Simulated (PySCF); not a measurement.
# Two-component Hartree-Fock for Pm²⁶⁺ (promethium, charge +26)

Start: [Ar] 3d10 4s2 4p5; 4p1/2 filled at m_j = -1/2, +1/2; 4p3/2 filled at m_j = -1/2, +1/2, +3/2. Calculated with PySCF 2.14 in an uncontracted even-tempered set (17 s from 2.1 bohr⁻², ratio 2.8; 14 p from 2.7 bohr⁻², ratio 2.8; 9 d from 4.8 bohr⁻², ratio 2.8; 4 f from 15 bohr⁻², ratio 3): generalised Hartree-Fock with the X2C-1e Hamiltonian and a Gaussian nucleus; spin-orbit coupling (SO) screened by Boettger's factors.

```json
{"spinor shell": "1s1/2", "electrons": "2", "ε, screened SO (eV)": "-46259.1", "weight of nominal j (screened SO)": "1.000", "rms radius, screened SO (bohr)": "0.0264"}
{"spinor shell": "2s1/2", "electrons": "2", "ε, screened SO (eV)": "-8349.1", "weight of nominal j (screened SO)": "1.000", "rms radius, screened SO (bohr)": "0.107"}
{"spinor shell": "2p1/2", "electrons": "2", "ε, screened SO (eV)": "-7938.8", "weight of nominal j (screened SO)": "1.000", "rms radius, screened SO (bohr)": "0.0918"}
{"spinor shell": "3s1/2", "electrons": "2", "ε, screened SO (eV)": "-2499.7", "weight of nominal j (screened SO)": "1.000", "rms radius, screened SO (bohr)": "0.275"}
{"spinor shell": "3p1/2", "electrons": "2", "ε, screened SO (eV)": "-2324.2", "weight of nominal j (screened SO)": "1.000", "rms radius, screened SO (bohr)": "0.266"}
{"spinor shell": "3p3/2", "electrons": "4", "ε, screened SO (eV)": "-2204.2", "weight of nominal j (screened SO)": "1.000", "rms radius, screened SO (bohr)": "0.278"}
{"spinor shell": "3d3/2", "electrons": "4", "ε, screened SO (eV)": "-1904.4", "weight of nominal j (screened SO)": "1.000", "rms radius, screened SO (bohr)": "0.250"}
{"spinor shell": "3d5/2", "electrons": "6", "ε, screened SO (eV)": "-1878.5", "weight of nominal j (screened SO)": "1.000", "rms radius, screened SO (bohr)": "0.253"}
{"spinor shell": "4s1/2", "electrons": "2", "ε, screened SO (eV)": "-1062.9", "weight of nominal j (screened SO)": "1.000", "rms radius, screened SO (bohr)": "0.584"}
{"spinor shell": "4p1/2", "electrons": "2", "ε, screened SO (eV)": "-987.96", "weight of nominal j (screened SO)": "0.997", "rms radius, screened SO (bohr)": "0.592"}
{"spinor shell": "4p3/2", "electrons": "3", "ε, screened SO (eV)": "-954.41", "weight of nominal j (screened SO)": "0.998", "rms radius, screened SO (bohr)": "0.616"}
```

Task: Where does 2p3/2 lie, and what is the 2p spin-orbit splitting (screened SO)?

Result: At -7372.9 eV, 565.83 eV above 2p1/2.

```json
{"quantity": "E (hartree)", "screened SO": "-9698.27711"}
{"quantity": "M_J", "screened SO": "3/2"}
{"quantity": "⟨J²⟩", "screened SO": "3.752"}
{"quantity": "⟨L²⟩", "screened SO": "2.032"}
{"quantity": "⟨S²⟩", "screened SO": "0.781"}
```

Each row is a mean over spinors that exchange with the open shell spreads, by up to 9.674 eV (4s1/2).

Breit and QED terms are absent; they matter most for the inner s and p1/2 levels.

Densities and radii are taken from the X2C orbitals without a picture-change correction, which distorts them close to the nucleus.
